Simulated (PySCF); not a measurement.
Compound: C₄H₉FO₃.
Z-matrix (Å and degrees, GFN2-xTB geometry), rows numbered from 1:
```
C 
O   1  1.4255
C   2  1.3537  1  115.80
F   3  1.4338  2  107.03  1   -68.29
O   3  1.3536  2  111.81  1    48.60
C   5  1.4254  3  115.76  2   175.10
O   3  1.3537  2  111.82  1   174.81
C   7  1.4254  3  115.82  2    48.82
H   1  1.0868  2  104.98  3   175.54
H   1  1.0904  2  110.51  3   -65.15
H   1  1.0917  2  110.34  3    56.70
H   6  1.0906  5  110.52  3   -64.88
H   6  1.0918  5  110.33  3    56.96
H   6  1.0868  5  104.92  3   175.78
H   8  1.0904  7  110.55  3   -65.10
H   8  1.0868  7  104.93  3   175.62
H   8  1.0918  7  110.35  3    56.76
```

The closed-shell SCF was solved with PySCF and density fitting under several settings on one GFN2-xTB geometry (grid level 2 and gas phase unless stated).

```
      settings  basis functions  SCF cycles     E (Eh)  HOMO (eV)  LUMO (eV)  dipole (D)
 PBE0/pcSseg-1              181          13  -482.7761      -8.32       1.91        0.19
PBE0/def2-SVPD              244          13  -482.4952      -8.45       0.80        0.28
```

Problem. Estimate the row for these settings: OLYP/6-31G, IEF-PCM acetonitrile.

Solution. 
```tsv
settings	basis functions	SCF cycles	E (Eh)	HOMO (eV)	LUMO (eV)	dipole (D)
OLYP/6-31G, IEF-PCM acetonitrile	90	14	-483.0243	-6.47	2.18	0.05
```

Problem. Over all rows, what range does the HOMO–LUMO gap span?

Solution. From 8.65 eV (OLYP/6-31G, IEF-PCM acetonitrile) to 10.23 eV (PBE0/pcSseg-1). The functional of the narrowest has no exact exchange, that of the widest 25 % exact exchange.

Problem. Compare two rows with the functional PBE0: PBE0/pcSseg-1 and PBE0/def2-SVPD. Which energy is lower, and by how much?

Solution. PBE0/pcSseg-1 (181 functions) lies 0.2809 Eh or 176 kcal/mol below PBE0/def2-SVPD (244 functions). The smaller set gives the lower energy; the two sets aren't nested, so the variational bound doesn't order them by size.

Cycle counts include a coarse-grid stage where the run had one. One conformer (not necessarily the lowest) at the GFN2-xTB geometry, without vibrations or thermal averaging.
